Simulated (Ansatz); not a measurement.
C₅H₁₃BO (SMILES CB(O)C(C)(C)C), singlet, geometry from GFN2-xTB, with bond 16-10 at 1.8 times its length; SC-NEVPT2/STO-3G, CASSCF(2,4) run with Ansatz (an electronic-structure program).

The Ansatz input:
Ansatz 0.2 input:
```yaml
crystal:
  periodic: [false, false, false]
  atoms:
    - {symbol: B, position_ang: [0.63294734, -0.75208697, -0.14746292]}
    - {symbol: C, position_ang: [0.30206125, -2.16675236, 0.49548106]}
    - {symbol: H, position_ang: [0.89441708, -2.95931079, 0.04720194]}
    - {symbol: H, position_ang: [-0.74695530, -2.43459865, 0.40417771]}
    - {symbol: H, position_ang: [0.53162485, -2.15637995, 1.55936079]}
    - {symbol: O, position_ang: [1.76141835, -0.66391822, -0.85554886]}
    - {symbol: H, position_ang: [1.97699369, 0.19405704, -1.22561264]}
    - {symbol: C, position_ang: [-0.35539680, 0.51975857, 0.05895901]}
    - {symbol: C, position_ang: [0.28111307, 1.82783289, -0.43748232]}
    - {symbol: C, position_ang: [-1.65318313, 0.29243085, -0.73379224]}
    - {symbol: C, position_ang: [-0.71791120, 0.69558790, 1.54056828]}
    - {symbol: H, position_ang: [-0.38996376, 2.66725097, -0.26085499]}
    - {symbol: H, position_ang: [0.47965593, 1.78577852, -1.50851612]}
    - {symbol: H, position_ang: [1.21410346, 2.03025264, 0.08757627]}
    - {symbol: H, position_ang: [-1.44010240, 0.15773382, -1.79250439]}
    - {symbol: H, position_ang: [-2.58485004, -1.30283090, -0.09093074]}
    - {symbol: H, position_ang: [-2.32054625, 1.14638237, -0.62361237]}
    - {symbol: H, position_ang: [-1.21066190, -0.19422083, 1.92215571]}
    - {symbol: H, position_ang: [0.17610009, 0.87261962, 2.13492232]}
    - {symbol: H, position_ang: [-1.39007210, 1.54289451, 1.67165537]}
basis:
  gaussian:
    orbitals: STO-3G
magnetization: {spin_polarized: false}
correlation: {method: sc_nevpt2, electrons: all, active_space: {window: {electrons: 2, orbitals: 4}}}
```

The log (banner, timings and long lists left out):

```
Functional definition: HF
680 factors; integrals over basis functions are off by at most 8.7e-5 eV
mean field evaluation 1: about -7961.3328 eV, gradient 2.6e1 eV
mean field evaluation 2: about -7961.7267 eV, gradient 2.6e1 eV
mean field evaluation 4: about -7964.4149 eV, gradient 2.6e0 eV
mean field evaluation 8: about -7964.4433 eV, gradient 2.8e-5 eV
mean field -7964.44330350 eV, -292.6878929102 hartree, gradient 8.8e-7 eV, S^2 0.000000; 0 other end points of the search recorded, 0 dependent functions left out; unrestricted orbitals would lower it
reference -7964.44330350 eV, -292.6878929102 hartree; 28, 28 occupied and 20, 20 virtual orbitals, 680 factors
state -7966.79533769 eV, -292.7743285724 hartree
state -7966.79533769 eV, -292.7743285724 hartree; corrected -7975.64540451 eV, -293.0995625291 hartree
WARN: 2 active orbitals are nearly empty or full. The corrections depend on them more than the energy does, and are more stable in an active space without them
Total energy: -7975.64540451 eV, -293.0995625291 hartree
```
